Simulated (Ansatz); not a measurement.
Molecule: GaH (charge 0, singlet). 
Structure (B3LYP-D3(BJ)/def2-TZVP (Ansatz, a program for electronic structure) minimum search):
SMILES: [GaH]
```xyz
2

Ga     0.0000     0.0000    -0.0528
H      0.0000     0.0000     1.6363
```
Charge 0, spin multiplicity 1.

Computed values are from Ansatz. Cores are frozen in the correlated levels unless marked. UHF or UKS for open shells. No spin-orbit coupling. Frozen are the shells of the preceding noble gas and the d and f shells that filled before the atom's block. No relativistic terms. CBS(X,Y): correlation extrapolated as X^-3; Hartree-Fock from the larger set (for Q and 5 zeta extrapolated as (X+1)exp(-9√X)).

What is the atomisation energy De at CCSD(T)/CBS(cc-pVQZ,cc-pV5Z)?

68.8 kcal/mol.

What is the vertical ionisation energy (to the doublet) at CCSD(T)/CBS(aug-cc-pVTZ,aug-cc-pVQZ)?

8.36 eV.

What is the total energy at CCSD(T)/CBS(cc-pVQZ,cc-pV5Z)?

-1923.9242 Eh.

What is the dipole moment at CCSD(T)/aug-cc-pVDZ?

0.39 D.

What is the T1 diagnostic at CCSD/cc-pV5Z?

0.013.
